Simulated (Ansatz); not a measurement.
Ansatz (a program for electronic structure) input:

Ansatz 0.2 input:
```yaml
crystal:
  periodic: [false, false, false]
  atoms:
    - {symbol: N, position_ang: [-0.00000000, -0.00000000, -0.13532734]}
    - {symbol: H, position_ang: [0.00000000, 0.00000000, 0.94729136]}
basis:
  gaussian:
    orbitals: def2-TZVP
hamiltonian:
  xc: {name: HF}
total_charge: 1
magnetization: {spin_polarized: true, initial_magnetization: 1}
relax: {f_tol: 0.003, max_steps: 100}
```

Task: What final total energy does it print?

Result: -54.51947 Eh (HF/def2-TZVP). The basis has 37 functions.

The determinant is spin-contaminated: <S^2> is 1.24 against 0.75 for a pure state.
